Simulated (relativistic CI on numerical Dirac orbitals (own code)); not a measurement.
## Level scheme of Br¹¹⁺

Calculated at this level of theory: Dirac-Coulomb-Breit CI, orbitals from a KLI potential per configuration, a model potential for QED, unscaled Slater integrals (own radial code, finite nucleus).

CI space (outside the closed core [Ne]): 3s²3p⁶3d⁶, 3s²3p⁵3d⁷, 3s²3p⁴3d⁸, 3s3p⁶3d⁷, 3s²3p⁶3d⁵4s, 3s²3p⁶3d⁵4p, 3p⁶3d⁸, 3s²3p⁶3d⁵4d, 3s²3p⁶3d⁴4s², 3s3p⁵3d⁸, 3s²3p⁶3d⁴4s4p, 3s²3p⁶3d⁵4f, 3s²3p⁶3d⁵5s, 3s²3p⁶3d⁴4p², 3s²3p⁶3d⁵5p, 3s²3p⁶3d⁵5d. Levels of other configurations are missing.

| No. | Configuration | Term | J | E (cm⁻¹) | % | Landé g | Lifetime (s) |
| --- | --- | --- | --- | --- | --- | --- | --- |
| 41 | 3p⁵3d⁷(4F) | ⁵G° | 2 | 873395 | 73 | 0.465 | 1.20e-10 |
| 42 | 3p⁵3d⁷(2P) | ³D° | 2 | 876912 | 75 | 1.150 | 3.92e-11 |
| 43 | 3p⁵3d⁷(4F) | ⁵F° | 5 | 877241 | 55 | 1.301 | 1.78e-11 |
| 44 | 3p⁵3d⁷(4P) | ⁵D° | 4 | 881833 | 75 | 1.446 | 1.53e-10 |
| 45 | 3p⁵3d⁷(4P) | ³P° | 2 | 887240 | 57 | 1.428 | 1.62e-10 |
| 46 | 3p⁵3d⁷(4F) | ³D° | 1 | 887946 | 52 | 0.526 | 2.30e-11 |
| 47 | 3p⁵3d⁷(2G) | ³G° | 4 | 888432 | 38 | 1.185 | 2.36e-11 |
| 48 | 3p⁵3d⁷(2G) | ³H° | 6 | 888454 | 95 | 1.161 | 5.11e-11 |
| 49 | 3p⁵3d⁷(4P) | ³P° | 1 | 893589 | 58 | 1.343 | 5.65e-11 |
| 50 | 3p⁵3d⁷(4P) | ⁵D° | 3 | 894971 | 43 | 1.312 | 2.31e-11 |
| 51 | 3p⁵3d⁷(2D) | ³F° | 4 | 897245 | 46 | 1.338 | 2.77e-11 |
| 52 | 3p⁵3d⁷(2G) | ³H° | 5 | 901885 | 64 | 1.129 | 2.65e-11 |
| 53 | 3p⁵3d⁷(2G) | ³G° | 3 | 902098 | 48 | 0.988 | 2.86e-11 |
| 54 | 3p⁵3d⁷(4F) | ⁵F° | 2 | 904973 | 48 | 1.238 | 1.83e-11 |
| 55 | 3p⁵3d⁷(4P) | ³P° | 0 | 905331 | 38 |  | 5.15e-11 |
| 56 | 3p⁵3d⁷(2G) | ³H° | 4 | 912425 | 32 | 1.062 | 2.28e-11 |
| 57 | 3p⁵3d⁷(2D) | ¹D° | 2 | 912921 | 45 | 1.071 | 5.85e-11 |
| 58 | 3p⁵3d⁷(4F) | ⁵F° | 1 | 915309 | 44 | 0.692 | 1.73e-11 |
| 59 | 3p⁵3d⁷(4P) | ⁵D° | 3 | 916112 | 35 | 1.302 | 1.94e-11 |
| 60 | 3p⁵3d⁷(2D) | ³F° | 3 | 916352 | 29 | 0.984 | 2.51e-11 |
| 61 | 3p⁵3d⁷(2G) | ³G° | 5 | 919013 | 38 | 1.158 | 2.10e-11 |
| 62 | 3p⁵3d⁷(4P) | ⁵S° | 2 | 920287 | 38 | 1.576 | 2.20e-11 |
| 63 | 3p⁵3d⁷(2H) | ³I° | 7 | 928125 | 100 | 1.142 | 7.25e-11 |
| 64 | 3p⁵3d⁷(2H) | ³H° | 4 | 928924 | 48 | 0.943 | 1.96e-11 |
| 65 | 3p⁵3d⁷(2D) | ³F° | 2 | 929049 | 39 | 1.090 | 3.89e-11 |
| 66 | 3p⁵3d⁷(4F) | ⁵D° | 0 | 933033 | 69 |  | 1.68e-11 |
| 67 | 3p⁵3d⁷(4P) | ⁵D° | 1 | 938844 | 44 | 0.988 | 3.23e-11 |
| 68 | 3p⁵3d⁷(2G) | ¹H° | 5 | 946698 | 45 | 0.971 | 2.36e-11 |
| 69 | 3p⁵3d⁷(2F) | ³F° | 2 | 946841 | 22 | 1.159 | 1.96e-11 |
| 70 | 3p⁵3d⁷(2H) | ³I° | 6 | 949294 | 86 | 1.038 | 3.59e-11 |
| 71 | 3p⁵3d⁷(4P) | ⁵P° | 3 | 949865 | 55 | 1.452 | 5.38e-12 |
| 72 | 3p⁵3d⁷(2F) | ¹G° | 4 | 953635 | 51 | 1.079 | 1.36e-11 |
| 73 | 3p⁵3d⁷(2G) | ¹F° | 3 | 954657 | 43 | 1.235 | 8.12e-12 |
| 74 | 3p⁵3d⁷(2P) | ³P° | 2 | 957014 | 56 | 1.448 | 6.11e-12 |
| 75 | 3p⁵3d⁷(2F) | ³F° | 4 | 962652 | 41 | 1.177 | 9.50e-12 |
| 76 | 3p⁵3d⁷(4F) | ⁵D° | 1 | 964085 | 68 | 1.482 | 3.79e-12 |
| 77 | 3p⁵3d⁷(4F) | ⁵D° | 2 | 965032 | 80 | 1.459 | 3.55e-12 |
| 78 | 3p⁵3d⁷(2F) | ³F° | 3 | 966536 | 51 | 1.221 | 5.94e-12 |
| 79 | 3p⁵3d⁷(4P) | ⁵D° | 0 | 968504 | 89 |  | 3.99e-12 |
| 80 | 3p⁵3d⁷(4F) | ⁵D° | 3 | 969292 | 50 | 1.335 | 4.80e-12 |
| 81 | 3p⁵3d⁷(2P) | ³P° | 1 | 971397 | 48 | 1.576 | 4.81e-12 |
| 82 | 3p⁵3d⁷(4F) | ⁵D° | 4 | 975982 | 71 | 1.419 | 3.92e-12 |
| 83 | 3p⁵3d⁷(4P) | ⁵P° | 1 | 979084 | 62 | 2.140 | 4.12e-12 |
| 84 | 3p⁵3d⁷(4P) | ⁵P° | 2 | 979965 | 44 | 1.392 | 5.51e-12 |
| 85 | 3p⁵3d⁷(2F) | ³F° | 2 | 984874 | 51 | 1.128 | 6.29e-12 |

Energies count from the lowest computed level; ° marks odd parity; lifetimes are radiative, by E1, M1, E2, M2 decay to levels of this space only. Percentages are summed over parent terms; the parents shown are those of the largest component, closed shells are left out there.

The mean weight of the leading LS term, summed over parents, in these 45 levels is 54 %, and that of the leading jj configuration (from the same eigenvectors) 46 %.

At this charge energies of transitions that change n are usually good to better than 1 %, and those within a shell (Δn = 0) to a few per cent. Terms inside the open d or f shell come out 10 to 20 % too wide with unscaled integrals.

LS names give the leading component of a level, which can be under half, so a name can repeat, a term be missing and a line seem to break the LS rules.
